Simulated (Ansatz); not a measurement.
Computed with Ansatz on PBE0-D4/def2-TZVP structures; ΔE is electronic, products minus reactants. CCSD(T)/CBS is the MP2 limit (def2-TZVPP, def2-QZVPP) plus CCSD(T) − MP2 in def2-TZVPP, frozen cores. DFT in def2-TZVPP. HSE06 is defined as in plane-wave codes. Open shells (•) are unrestricted, without spin–orbit coupling. def2 core potentials past Kr. For Ag outer-core shells are correlated without core-valence functions, so the limit isn't a true one: a few kJ/mol of doubt a bond, and 10 to 20 or more in all where bonds break to atoms.

`[SiH3][N]([SiH3])[Ag]` → Ag• + `[SiH3][N][SiH3]`•  (homolysis of the Ag–N bond)

```
        level  ΔE (kJ/mol)
  LDA (SPW92)        273.3
     HSE06-D4        216.1
       B2PLYP        217.1
      r2SCANh        210.0
        HSE06        205.9
HF/def2-TZVPP         92.7
HF/def2-QZVPP         95.9
MP2/CBS(def2)        277.5
```

Question: What does CCSD(T)/CBS give? (Estimate.)

Answer: Ansatz gave: +244.0 kJ/mol. The listed levels differ from it by 29.3, -27.9, -26.9, -34.0, -38.1, -151.3, -148.1, 33.5 kJ/mol.

Largest T1 diagnostic among the species: 0.019.

The D4 term adds +20.3 kJ/mol with B3LYP and +10.6 kJ/mol with PBE0; it sums over pairs of atoms, weighted by their polarisabilities, and B3LYP, whose exchange is more repulsive, gets the larger term. From r2SCAN to r2SCAN0 (25 % exact exchange), in def2-TZVPP and without D4, ΔE moves by −9.6 kJ/mol: exact exchange takes away binding that semilocal exchange gives to molecules.

B3LYP here is the variant with VWN-RPA as its local correlation; programs differ in this.
